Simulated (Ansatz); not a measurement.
Species: sum formula ZrOF, net charge 0, doublet state. The spin state was set by rule; other spins were not relaxed. SMILES: [O]=[Zr][F]
Geometry: optimised at B3LYP-D3(BJ)/def2-TZVP (Ansatz, a quantum-chemistry and plane-wave program).

Parts of the frozen-core correlation energy in def2-SVPD (Ansatz, hartree). Frozen orbitals: 6; correlated occupied orbitals by spin: 9 and 8; virtual: 65 and 66. Open shells are spin-unrestricted. No spin-orbit coupling. Past Kr the def2 sets carry scalar-relativistic core potentials.

| term | value |
|---|---|
| reference (HF) | -220.76919 |
| MP2 opposite-spin | -0.35866 |
| MP2 same-spin | -0.14930 |
| CCSD correlation | -0.48801 |
| (T) | -0.02229 |
| T1 diagnostic | 0.032 |
| largest doubles amplitude | 0.040 |
| <S^2> of the reference | 0.759 |
